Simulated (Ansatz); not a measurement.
Relaxation of Nb₃H₃Se₉ (charge 0, singlet) with RKS PBE-D4/def2-SVP in Ansatz.

Positions (Å) and forces (eV/Å) at steps 20, 21, 22, 23, 24, 25, 26, 27, 28, 29, 30, 31, 32, 34, 35, 37, 39 of 39:

```xyz
15
step=20 energy=-592706.9381 eV rejected
Nb   -1.499   -0.667    0.027   -0.433    0.069    0.030
Nb    0.088    1.664   -0.336   -0.015    0.100    0.161
Nb    1.689   -1.183    0.010    0.280   -0.005   -0.089
Se   -3.918   -1.171   -0.440    0.126   -0.065    0.076
Se   -0.064   -2.290    1.385    0.027   -0.020   -0.114
Se    0.114   -1.717   -1.915    0.147   -0.228    0.000
Se   -1.225    1.106    1.733   -0.056    0.052   -0.111
Se   -1.685    0.982   -1.936   -0.141    0.196    0.067
Se    2.218    0.955    1.060   -0.036    0.007   -0.045
Se    1.591    0.224   -2.147    0.113   -0.137    0.082
Se   -0.213    4.100    0.123    0.008    0.098    0.006
Se    3.659   -2.713    0.173    0.041   -0.019    0.025
H    -3.851   -2.117    0.724   -0.039    0.012   -0.015
H    -1.351    4.254    1.064   -0.011   -0.018   -0.025
H     4.418   -1.466    0.499   -0.013   -0.042   -0.048
15
step=21 energy=-592706.9725 eV
Nb   -1.541   -0.653    0.011   -0.007    0.060   -0.045
Nb    0.057    1.686   -0.359   -0.015   -0.027    0.047
Nb    1.744   -1.191   -0.014   -0.028    0.006    0.007
Se   -3.946   -1.207   -0.422    0.047   -0.010    0.030
Se   -0.061   -2.287    1.315    0.009   -0.004    0.006
Se    0.138   -1.756   -1.899   -0.002    0.008   -0.019
Se   -1.263    1.136    1.700    0.006   -0.010    0.005
Se   -1.744    1.019   -1.932    0.034   -0.006    0.000
Se    2.184    0.956    1.042   -0.015    0.015    0.006
Se    1.591    0.201   -2.164   -0.018   -0.020    0.008
Se   -0.210    4.131    0.109    0.024   -0.004   -0.018
Se    3.716   -2.720    0.164    0.019    0.022    0.028
H    -3.863   -2.144    0.749   -0.012    0.006   -0.008
H    -1.277    4.278    1.130   -0.035   -0.003    0.000
H     4.447   -1.488    0.593   -0.008   -0.033   -0.045
15
step=22 energy=-592706.9793 eV
Nb   -1.533   -0.645    0.016   -0.030    0.030   -0.027
Nb    0.071    1.688   -0.335    0.021   -0.005    0.063
Nb    1.742   -1.198   -0.003   -0.018   -0.003    0.002
Se   -3.936   -1.194   -0.427    0.034   -0.004    0.019
Se   -0.063   -2.288    1.326    0.011    0.003    0.001
Se    0.138   -1.753   -1.894    0.007    0.012   -0.020
Se   -1.255    1.133    1.716   -0.001   -0.023   -0.003
Se   -1.725    1.034   -1.921    0.013   -0.002    0.001
Se    2.196    0.947    1.056   -0.013    0.022   -0.001
Se    1.599    0.199   -2.149   -0.017   -0.020    0.019
Se   -0.208    4.132    0.131   -0.003    0.000   -0.017
Se    3.704   -2.738    0.180    0.023    0.026    0.024
H    -3.865   -2.131    0.743   -0.006    0.006   -0.006
H    -1.353    4.267    1.067   -0.008    0.000   -0.015
H     4.460   -1.493    0.520   -0.012   -0.039   -0.040
15
step=23 energy=-592706.9875 eV
Nb   -1.527   -0.640    0.023   -0.020    0.025   -0.028
Nb    0.093    1.689   -0.288    0.019    0.004    0.079
Nb    1.736   -1.207    0.022   -0.005   -0.001   -0.017
Se   -3.927   -1.177   -0.443    0.018   -0.006    0.012
Se   -0.068   -2.286    1.350    0.015    0.000   -0.005
Se    0.141   -1.745   -1.887    0.020    0.004   -0.016
Se   -1.252    1.117    1.746    0.000   -0.007   -0.012
Se   -1.693    1.055   -1.897   -0.010   -0.001    0.010
Se    2.218    0.940    1.080   -0.015    0.023   -0.003
Se    1.611    0.200   -2.115   -0.013   -0.026    0.029
Se   -0.211    4.135    0.153   -0.156    0.023    0.078
Se    3.683   -2.765    0.208    0.107    0.133    0.035
H    -3.867   -2.116    0.727   -0.006    0.004   -0.004
H    -1.458    4.269    0.965    0.150   -0.019   -0.113
H     4.493   -1.510    0.382   -0.102   -0.157   -0.046
15
step=24 energy=-592706.9724 eV rejected
Nb   -1.507   -0.618    0.033   -0.221   -0.265   -0.008
Nb    0.101    1.698   -0.173    0.134    0.118   -0.296
Nb    1.745   -1.205    0.043    0.021   -0.133    0.090
Se   -3.900   -1.149   -0.467   -0.021    0.015   -0.006
Se   -0.049   -2.273    1.366    0.019   -0.009    0.037
Se    0.168   -1.726   -1.894   -0.027    0.055    0.036
Se   -1.275    1.088    1.815    0.052    0.018    0.065
Se   -1.671    1.106   -1.834    0.059   -0.031    0.019
Se    2.232    0.950    1.122    0.074   -0.039    0.028
Se    1.603    0.240   -2.045    0.050    0.045   -0.071
Se   -0.241    4.162    0.076   -0.130    0.071    0.227
Se    3.662   -2.810    0.246   -0.035    0.106    0.002
H    -3.868   -2.085    0.705    0.004   -0.021    0.000
H    -1.531    4.152    0.819    0.031    0.107   -0.105
H     4.504   -1.572    0.212   -0.011   -0.037   -0.018
15
step=25 energy=-592706.9957 eV
Nb   -1.522   -0.638    0.026    0.018   -0.008   -0.011
Nb    0.105    1.697   -0.240   -0.014   -0.001    0.008
Nb    1.739   -1.211    0.035   -0.012   -0.025    0.004
Se   -3.919   -1.173   -0.450   -0.015    0.001   -0.008
Se   -0.061   -2.284    1.359    0.005    0.004    0.002
Se    0.153   -1.737   -1.889    0.005    0.008    0.004
Se   -1.254    1.101    1.772    0.006    0.010    0.007
Se   -1.674    1.073   -1.870   -0.014   -0.003    0.005
Se    2.228    0.940    1.099    0.016    0.008    0.006
Se    1.614    0.213   -2.083    0.011   -0.003   -0.004
Se   -0.224    4.150    0.144   -0.051    0.004    0.054
Se    3.674   -2.787    0.229    0.030    0.068    0.013
H    -3.879   -2.118    0.715    0.009    0.003   -0.003
H    -1.507    4.272    0.888    0.043   -0.002   -0.056
H     4.498   -1.537    0.290   -0.038   -0.066   -0.023
15
step=26 energy=-592707.0001 eV
Nb   -1.515   -0.637    0.032   -0.063   -0.024    0.004
Nb    0.109    1.697   -0.207    0.035    0.016   -0.015
Nb    1.737   -1.215    0.047    0.017    0.007    0.015
Se   -3.913   -1.161   -0.462    0.027   -0.004    0.017
Se   -0.058   -2.284    1.373    0.005    0.002    0.006
Se    0.160   -1.729   -1.888   -0.014    0.001   -0.002
Se   -1.254    1.092    1.795   -0.005   -0.024    0.004
Se   -1.671    1.084   -1.847    0.041    0.027   -0.003
Se    2.239    0.939    1.113   -0.001   -0.008   -0.007
Se    1.622    0.218   -2.063   -0.011    0.014    0.000
Se   -0.224    4.152    0.164   -0.102    0.008    0.051
Se    3.662   -2.800    0.247    0.052    0.074    0.008
H    -3.863   -2.106    0.703   -0.010   -0.008   -0.001
H    -1.563    4.269    0.808    0.084   -0.001   -0.062
H     4.505   -1.561    0.211   -0.053   -0.080   -0.014
15
step=27 energy=-592707.0032 eV
Nb   -1.513   -0.631    0.036    0.038   -0.019    0.018
Nb    0.130    1.702   -0.149    0.001    0.043    0.002
Nb    1.736   -1.215    0.062    0.008   -0.012   -0.017
Se   -3.907   -1.158   -0.466   -0.019    0.008   -0.015
Se   -0.054   -2.272    1.391   -0.004   -0.011   -0.002
Se    0.164   -1.710   -1.886   -0.006   -0.022    0.011
Se   -1.249    1.069    1.830   -0.011   -0.012   -0.015
Se   -1.632    1.111   -1.820   -0.054    0.018    0.031
Se    2.265    0.937    1.136   -0.003   -0.001   -0.004
Se    1.622    0.239   -2.032    0.043   -0.007    0.012
Se   -0.231    4.158    0.183   -0.248    0.032    0.095
Se    3.644   -2.819    0.274    0.127    0.182   -0.019
H    -3.873   -2.119    0.687    0.013    0.005   -0.005
H    -1.640    4.268    0.683    0.246   -0.019   -0.108
H     4.511   -1.600    0.095   -0.133   -0.184    0.015
15
step=28 energy=-592707.0063 eV
Nb   -1.507   -0.632    0.045    0.004    0.007   -0.014
Nb    0.130    1.715   -0.124   -0.017   -0.061    0.000
Nb    1.743   -1.224    0.074   -0.015    0.007    0.002
Se   -3.900   -1.148   -0.476    0.015   -0.002    0.006
Se   -0.050   -2.280    1.398    0.004    0.011    0.008
Se    0.173   -1.710   -1.877   -0.034    0.024   -0.018
Se   -1.254    1.062    1.844    0.017   -0.001    0.036
Se   -1.648    1.137   -1.784    0.061   -0.020   -0.019
Se    2.266    0.934    1.146    0.010    0.012    0.025
Se    1.631    0.240   -2.008   -0.020    0.020   -0.016
Se   -0.241    4.174    0.186   -0.197    0.010    0.064
Se    3.645   -2.835    0.286    0.118    0.188   -0.032
H    -3.855   -2.118    0.668   -0.008   -0.007    0.002
H    -1.671    4.270    0.615    0.193   -0.009   -0.076
H     4.510   -1.628    0.031   -0.129   -0.181    0.032
15
step=29 energy=-592707.0109 eV
Nb   -1.501   -0.632    0.055   -0.061   -0.034   -0.007
Nb    0.132    1.710   -0.107    0.005    0.014    0.006
Nb    1.738   -1.215    0.078   -0.001   -0.025   -0.011
Se   -3.891   -1.144   -0.480    0.010   -0.010    0.007
Se   -0.047   -2.279    1.406    0.018    0.003   -0.001
Se    0.167   -1.697   -1.878    0.007   -0.001    0.003
Se   -1.249    1.053    1.864    0.002    0.009    0.012
Se   -1.639    1.134   -1.775    0.027    0.028   -0.001
Se    2.266    0.936    1.164    0.016   -0.001    0.002
Se    1.628    0.252   -2.002    0.000    0.010    0.001
Se   -0.240    4.171    0.191   -0.029    0.002    0.007
Se    3.636   -2.831    0.292    0.050    0.089   -0.017
H    -3.853   -2.124    0.656   -0.011   -0.006    0.004
H    -1.676    4.264    0.564    0.022    0.004   -0.021
H     4.499   -1.640   -0.004   -0.054   -0.082    0.017
15
step=30 energy=-592707.0133 eV
Nb   -1.504   -0.635    0.064   -0.006   -0.006    0.008
Nb    0.130    1.715   -0.065    0.016   -0.004   -0.021
Nb    1.737   -1.207    0.072    0.072   -0.060    0.052
Se   -3.892   -1.150   -0.478    0.004   -0.003    0.001
Se   -0.037   -2.286    1.400    0.000    0.007   -0.010
Se    0.166   -1.671   -1.883   -0.010   -0.003   -0.026
Se   -1.252    1.035    1.892    0.005    0.002    0.014
Se   -1.640    1.158   -1.739    0.015    0.000   -0.004
Se    2.271    0.936    1.180    0.012   -0.021   -0.008
Se    1.624    0.282   -1.990   -0.021    0.016    0.002
Se   -0.240    4.182    0.187    0.024    0.005    0.011
Se    3.631   -2.840    0.287   -0.027    0.088   -0.012
H    -3.858   -2.136    0.654   -0.003   -0.004   -0.001
H    -1.694    4.263    0.465   -0.043    0.018   -0.011
H     4.532   -1.686   -0.022   -0.038   -0.033    0.004
15
step=31 energy=-592707.0148 eV
Nb   -1.498   -0.638    0.085    0.035    0.039    0.021
Nb    0.139    1.723    0.003   -0.026   -0.001   -0.006
Nb    1.738   -1.204    0.073    0.088   -0.052    0.051
Se   -3.880   -1.157   -0.479   -0.007   -0.004    0.001
Se   -0.023   -2.300    1.400   -0.016    0.013   -0.014
Se    0.164   -1.641   -1.887   -0.006    0.011   -0.024
Se   -1.246    1.006    1.944    0.000   -0.025   -0.007
Se   -1.627    1.190   -1.683   -0.023   -0.016    0.014
Se    2.287    0.927    1.210    0.009   -0.019   -0.009
Se    1.614    0.320   -1.960   -0.001   -0.008    0.005
Se   -0.247    4.196    0.202   -0.252    0.008    0.013
Se    3.618   -2.856    0.287   -0.048    0.071   -0.011
H    -3.863   -2.165    0.634    0.011    0.011   -0.011
H    -1.740    4.296    0.284    0.262   -0.022   -0.024
H     4.537   -1.738   -0.090   -0.026   -0.007    0.001
15
step=32 energy=-592707.0171 eV
Nb   -1.499   -0.636    0.084    0.013    0.009   -0.001
Nb    0.138    1.718   -0.010   -0.005    0.017    0.003
Nb    1.740   -1.207    0.078    0.016   -0.037    0.016
Se   -3.881   -1.154   -0.481    0.000   -0.004    0.003
Se   -0.027   -2.296    1.403    0.002   -0.001   -0.003
Se    0.165   -1.646   -1.884    0.003    0.000   -0.010
Se   -1.245    1.009    1.937    0.002   -0.005   -0.001
Se   -1.631    1.182   -1.692   -0.005    0.001    0.007
Se    2.286    0.926    1.205    0.004   -0.005    0.004
Se    1.620    0.311   -1.961   -0.010   -0.002    0.003
Se   -0.243    4.189    0.200   -0.087    0.002    0.005
Se    3.620   -2.850    0.290   -0.023    0.021   -0.002
H    -3.857   -2.160    0.632    0.001    0.004   -0.004
H    -1.725    4.286    0.312    0.088   -0.005   -0.016
H     4.513   -1.713   -0.090    0.000    0.006   -0.003
15
step=34 energy=-592707.0188 eV
Nb   -1.498   -0.638    0.107    0.010    0.018   -0.025
Nb    0.142    1.717    0.051    0.007    0.017    0.017
Nb    1.738   -1.212    0.086   -0.055    0.022   -0.022
Se   -3.873   -1.158   -0.489    0.008   -0.001    0.007
Se   -0.024   -2.308    1.406    0.014   -0.019    0.002
Se    0.159   -1.618   -1.884    0.012   -0.005    0.011
Se   -1.239    0.977    1.988   -0.004    0.004    0.000
Se   -1.629    1.210   -1.637   -0.008   -0.002    0.004
Se    2.296    0.908    1.241   -0.017    0.002   -0.004
Se    1.612    0.339   -1.929   -0.003   -0.008    0.013
Se   -0.237    4.194    0.201   -0.098    0.006   -0.009
Se    3.615   -2.847    0.286    0.009   -0.060    0.012
H    -3.847   -2.183    0.608   -0.005   -0.002    0.002
H    -1.723    4.293    0.146    0.103   -0.003    0.002
H     4.482   -1.713   -0.155    0.029    0.032   -0.010
15
step=35 energy=-592707.0190 eV
Nb   -1.494   -0.637    0.109   -0.022    0.012    0.002
Nb    0.142    1.723    0.063   -0.001   -0.026    0.006
Nb    1.738   -1.218    0.085   -0.038    0.050   -0.018
Se   -3.868   -1.163   -0.484   -0.003    0.007   -0.004
Se   -0.026   -2.323    1.396    0.004    0.004    0.012
Se    0.158   -1.616   -1.885    0.007    0.015    0.002
Se   -1.244    0.977    1.994    0.009   -0.013    0.013
Se   -1.632    1.220   -1.623    0.004   -0.021   -0.015
Se    2.291    0.898    1.251   -0.004    0.005   -0.001
Se    1.609    0.342   -1.920    0.002   -0.001    0.003
Se   -0.238    4.202    0.194   -0.067   -0.003   -0.003
Se    3.621   -2.849    0.280    0.012   -0.044    0.005
H    -3.849   -2.192    0.609    0.006    0.001    0.001
H    -1.721    4.308    0.116    0.075   -0.005    0.000
H     4.485   -1.712   -0.160    0.015    0.017   -0.004
15
step=37 energy=-592707.0187 eV rejected
Nb   -1.503   -0.649    0.104   -0.025    0.005    0.029
Nb    0.138    1.707    0.072   -0.042    0.049    0.035
Nb    1.731   -1.215    0.086    0.042   -0.016   -0.022
Se   -3.883   -1.164   -0.473    0.012    0.009   -0.001
Se   -0.024   -2.332    1.393   -0.021   -0.002   -0.001
Se    0.159   -1.608   -1.890    0.000    0.015   -0.007
Se   -1.247    0.952    2.000   -0.005   -0.005    0.017
Se   -1.647    1.218   -1.613    0.024   -0.021   -0.017
Se    2.284    0.892    1.268   -0.004   -0.001   -0.011
Se    1.598    0.363   -1.907    0.027   -0.036   -0.026
Se   -0.212    4.189    0.183   -0.003    0.010    0.006
Se    3.626   -2.841    0.258   -0.020   -0.001    0.002
H    -3.846   -2.201    0.612    0.000   -0.007    0.004
H    -1.686    4.333    0.076    0.001   -0.007   -0.005
H     4.485   -1.686   -0.144    0.012    0.009   -0.004
15
step=39 energy=-592707.0200 eV
Nb   -1.502   -0.643    0.113    0.005    0.001    0.002
Nb    0.136    1.714    0.082   -0.008    0.006    0.007
Nb    1.734   -1.215    0.084    0.007   -0.002   -0.004
Se   -3.878   -1.161   -0.475    0.000    0.003    0.000
Se   -0.024   -2.331    1.392   -0.006   -0.002   -0.001
Se    0.157   -1.603   -1.889    0.002    0.002    0.001
Se   -1.247    0.955    2.010    0.001   -0.002   -0.001
Se   -1.638    1.220   -1.610    0.001   -0.002    0.002
Se    2.286    0.893    1.266    0.000    0.000   -0.001
Se    1.604    0.360   -1.910    0.002   -0.007   -0.003
Se   -0.225    4.196    0.191   -0.023    0.003   -0.003
Se    3.624   -2.846    0.260   -0.002    0.007   -0.003
H    -3.848   -2.199    0.609    0.001    0.000    0.000
H    -1.699    4.321    0.057    0.021   -0.003    0.000
H     4.491   -1.701   -0.155   -0.002   -0.005    0.002
```

In the def2 sets Nb takes a core potential; there is no spin–orbit coupling. The relaxation made no stability test and no search for a lower SCF solution.
